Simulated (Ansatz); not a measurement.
Steps of a relaxation of H₄OSSi₂ with RKS PBE0-D4/def2-TZVP.

```sh
$ ansatz run in.yaml --threads 2 --pin off --events-out ev --progress --plain --max-ram 4352MiB
```

```yaml
crystal:
  periodic: [false, false, false]
  atoms:
    - {symbol: S, position_ang: [-2.098449, 1.217773, -0.348437]}
    - {symbol: Si, position_ang: [-0.258205, 1.264419, 0.802481]}
    - {symbol: O, position_ang: [0.865213, 0.153195, 0.206301]}
    - {symbol: Si, position_ang: [1.275680, -1.227775, -0.632988]}
    - {symbol: H, position_ang: [-2.507066, 0.001703, 0.117548]}
    - {symbol: H, position_ang: [0.307878, 2.629489, 0.479427]}
    - {symbol: H, position_ang: [2.407018, -1.922266, 0.089224]}
    - {symbol: H, position_ang: [0.100032, -2.173637, -0.769457]}
basis:
  gaussian: {orbitals: def2-TZVP}
hamiltonian: {xc: pbe0, dispersion: d4}
relax: {f_tol: 0.005, max_steps: 150}
```

Positions (Å) and forces (eV/Å) along the path, 16 of 18 steps:

```xyz
8
step=1 energy=-28691.7558 eV
S    -2.098    1.218   -0.348    0.220   -0.442    0.396
Si   -0.258    1.264    0.802    0.443   -0.498   -0.704
O     0.865    0.153    0.206   -0.345   -0.328   -0.272
Si    1.276   -1.228   -0.633   -0.404    0.686    0.864
H    -2.507    0.002    0.118    0.162    0.456   -0.162
H     0.308    2.629    0.479   -0.113   -0.277    0.061
H     2.407   -1.922    0.089   -0.237    0.162   -0.185
H     0.100   -2.174   -0.769    0.274    0.240    0.002
8
step=2 energy=-28691.8141 eV
S    -2.077    1.204   -0.350    0.062   -0.206    0.142
Si   -0.258    1.249    0.791    0.341   -0.302   -0.317
O     0.859    0.151    0.207   -0.193   -0.255   -0.187
Si    1.261   -1.219   -0.616   -0.229    0.565    0.477
H    -2.478    0.004    0.124    0.030    0.174   -0.077
H     0.302    2.602    0.473   -0.024   -0.078    0.030
H     2.390   -1.903    0.086   -0.079    0.037   -0.069
H     0.093   -2.145   -0.771    0.092    0.064    0.001
8
step=3 energy=-28691.8306 eV
S    -2.051    1.169   -0.354   -0.069    0.080   -0.118
Si   -0.240    1.237    0.779   -0.022   -0.064    0.126
O     0.861    0.152    0.207    0.002    0.062    0.027
Si    1.249   -1.196   -0.601    0.030   -0.071   -0.041
H    -2.519    0.000    0.121    0.095    0.019    0.061
H     0.325    2.585    0.474   -0.044    0.009   -0.040
H     2.378   -1.885    0.080    0.031   -0.015   -0.006
H     0.090   -2.118   -0.762   -0.023   -0.020   -0.008
8
step=4 energy=-28691.8334 eV
S    -2.051    1.182   -0.370   -0.007   -0.083    0.031
Si   -0.252    1.230    0.784   -0.052    0.135    0.047
O     0.853    0.148    0.211    0.040   -0.019   -0.012
Si    1.245   -1.198   -0.599    0.015   -0.058   -0.007
H    -2.468    0.008    0.139   -0.044    0.021   -0.043
H     0.302    2.580    0.470    0.037    0.015    0.010
H     2.376   -1.888    0.078    0.015   -0.004   -0.015
H     0.087   -2.120   -0.769   -0.003   -0.006   -0.011
8
step=5 energy=-28691.8344 eV
S    -2.044    1.178   -0.375   -0.010    0.010   -0.029
Si   -0.255    1.237    0.796   -0.099    0.111    0.083
O     0.848    0.150    0.224    0.141   -0.202   -0.072
Si    1.238   -1.198   -0.583   -0.006    0.003   -0.004
H    -2.480    0.014    0.133   -0.046   -0.039    0.007
H     0.307    2.576    0.461    0.030    0.055    0.002
H     2.394   -1.887    0.059   -0.053    0.032   -0.012
H     0.084   -2.127   -0.771    0.043    0.029    0.024
8
step=6 energy=-28691.8358 eV
S    -2.047    1.176   -0.376    0.005    0.014   -0.021
Si   -0.254    1.237    0.794   -0.036    0.011    0.039
O     0.851    0.148    0.221    0.048   -0.078   -0.040
Si    1.243   -1.199   -0.589   -0.017    0.011    0.025
H    -2.499    0.018    0.134   -0.004   -0.010    0.012
H     0.312    2.579    0.466    0.004    0.016   -0.009
H     2.395   -1.886    0.059   -0.019    0.019   -0.010
H     0.091   -2.130   -0.766    0.020    0.016    0.004
8
step=9 energy=-28691.8371 eV
S    -2.027    1.167   -0.408   -0.007   -0.020    0.014
Si   -0.265    1.233    0.817   -0.017   -0.008    0.001
O     0.847    0.136    0.238    0.016    0.019   -0.007
Si    1.238   -1.201   -0.569   -0.001   -0.009    0.013
H    -2.546    0.060    0.152    0.015    0.024   -0.009
H     0.315    2.564    0.456    0.003   -0.010   -0.002
H     2.425   -1.871    0.026   -0.009    0.008   -0.004
H     0.104   -2.144   -0.767    0.000   -0.003   -0.006
8
step=10 energy=-28691.8370 eV rejected
S    -2.021    1.154   -0.410   -0.020    0.001   -0.018
Si   -0.265    1.236    0.822    0.009    0.005    0.017
O     0.855    0.143    0.240    0.015   -0.054   -0.012
Si    1.235   -1.201   -0.557   -0.005    0.079   -0.015
H    -2.542    0.056    0.164   -0.003    0.001    0.001
H     0.313    2.563    0.444    0.000    0.000   -0.002
H     2.416   -1.875    0.034    0.027   -0.022    0.016
H     0.102   -2.133   -0.794   -0.022   -0.010    0.013
8
step=11 energy=-28691.8373 eV
S    -2.024    1.161   -0.412   -0.002   -0.006    0.001
Si   -0.267    1.232    0.821   -0.001    0.006   -0.001
O     0.851    0.138    0.239    0.001    0.012    0.006
Si    1.238   -1.200   -0.562    0.000   -0.011   -0.006
H    -2.551    0.065    0.161   -0.002    0.002   -0.003
H     0.315    2.559    0.449    0.002   -0.001    0.002
H     2.425   -1.871    0.027    0.007   -0.002    0.001
H     0.106   -2.140   -0.779   -0.004    0.000   -0.001
8
step=12 energy=-28691.8373 eV rejected
S    -2.023    1.159   -0.414    0.000   -0.006    0.006
Si   -0.268    1.232    0.822    0.030   -0.003   -0.022
O     0.854    0.140    0.239   -0.016    0.006    0.004
Si    1.238   -1.200   -0.564   -0.007    0.006    0.020
H    -2.549    0.064    0.161   -0.005    0.000   -0.005
H     0.313    2.560    0.451   -0.003   -0.010    0.005
H     2.423   -1.873    0.027    0.001    0.003   -0.006
H     0.103   -2.139   -0.778    0.001    0.005   -0.004
8
step=13 energy=-28691.8373 eV
S    -2.024    1.159   -0.413   -0.001    0.003   -0.005
Si   -0.267    1.233    0.821    0.003   -0.006    0.002
O     0.852    0.139    0.239    0.003   -0.010   -0.003
Si    1.237   -1.201   -0.562   -0.004    0.013    0.002
H    -2.552    0.065    0.160    0.001   -0.001    0.002
H     0.315    2.559    0.450   -0.002    0.000   -0.001
H     2.426   -1.871    0.027   -0.001   -0.001    0.001
H     0.105   -2.140   -0.779    0.000    0.001    0.002
8
step=14 energy=-28691.8373 eV
S    -2.023    1.159   -0.413   -0.001    0.001   -0.002
Si   -0.267    1.232    0.822    0.003    0.000   -0.002
O     0.853    0.139    0.240    0.002   -0.002    0.002
Si    1.237   -1.200   -0.562   -0.003    0.003    0.002
H    -2.552    0.065    0.161   -0.001   -0.001    0.000
H     0.315    2.559    0.450   -0.001   -0.001    0.001
H     2.425   -1.872    0.027    0.000    0.000   -0.001
H     0.104   -2.139   -0.779    0.001    0.001    0.001
8
step=15 energy=-28691.8373 eV
S    -2.022    1.158   -0.414    0.000    0.000   -0.001
Si   -0.267    1.232    0.822    0.003    0.001   -0.003
O     0.853    0.139    0.240    0.000    0.003    0.004
Si    1.237   -1.200   -0.561   -0.002   -0.002    0.000
H    -2.551    0.064    0.161   -0.001   -0.001    0.000
H     0.314    2.559    0.449   -0.001   -0.002    0.001
H     2.425   -1.872    0.026    0.000    0.000   -0.001
H     0.103   -2.137   -0.779    0.001    0.001    0.000
8
step=16 energy=-28691.8373 eV
S    -2.020    1.154   -0.416    0.002   -0.001    0.002
Si   -0.266    1.233    0.823    0.001    0.002   -0.004
O     0.856    0.141    0.242   -0.001    0.007    0.006
Si    1.236   -1.199   -0.560    0.000   -0.007   -0.001
H    -2.549    0.061    0.160   -0.001   -0.001   -0.001
H     0.313    2.560    0.449    0.000   -0.001    0.001
H     2.423   -1.874    0.024   -0.001    0.001   -0.002
H     0.099   -2.134   -0.778    0.001    0.000   -0.001
8
step=17 energy=-28691.8373 eV
S    -2.018    1.151   -0.417    0.002   -0.001    0.003
Si   -0.266    1.234    0.824   -0.002    0.001   -0.003
O     0.858    0.142    0.244   -0.001    0.007    0.006
Si    1.234   -1.198   -0.560    0.002   -0.009   -0.002
H    -2.546    0.058    0.159    0.000    0.000   -0.001
H     0.313    2.561    0.449    0.000   -0.001    0.000
H     2.421   -1.875    0.022   -0.001    0.002   -0.002
H     0.096   -2.130   -0.776    0.000    0.000   -0.001
8
step=18 energy=-28691.8373 eV
S    -2.016    1.149   -0.418    0.002   -0.002    0.003
Si   -0.266    1.234    0.825   -0.002    0.001   -0.002
O     0.859    0.143    0.246    0.000    0.000    0.001
Si    1.232   -1.197   -0.559    0.002   -0.002    0.000
H    -2.543    0.055    0.158   -0.001    0.001   -0.001
H     0.312    2.562    0.448    0.001    0.000    0.000
H     2.420   -1.876    0.020   -0.003    0.001   -0.001
H     0.093   -2.127   -0.776    0.001    0.000    0.000
```

It took 62 s on 2 threads of an Arm Neoverse V2 on a shared host, with 0.39 GiB of host memory at the peak.
